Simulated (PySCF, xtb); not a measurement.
disilazane anion (H7NSi2), SMILES [SiH3]N[SiH3] (connectivity only; charge and spin as stated), charge -1, multiplicity 2.

Harmonic wavenumbers (cm⁻¹) from GFN2-xTB run with xtb 6.7.1 at its own minimum, in rising order: 96, 120, 184, 244, 372, 432, 499, 532, 542, 625, 704, 831, 879, 886, 943, 1036, 1146, 1457, 1887, 1948, 2000, 2012, 2049, 3329.

**Question.** What does PBE0-D3(BJ)/def2-SVPD run with PySCF give at its own minimum? (Estimate from the structure and the level; the computed values follow.)

**Answer.** 83, 116, 152, 289, 372, 457, 545, 692, 728, 823, 872, 928, 936, 969, 987, 1031, 1085, 1631, 2007, 2058, 2105, 2116, 2151, 3624. Paired by order, the mean absolute difference is 93 cm⁻¹ and the zero-point energies are 35.4 and 38.3 kcal/mol.
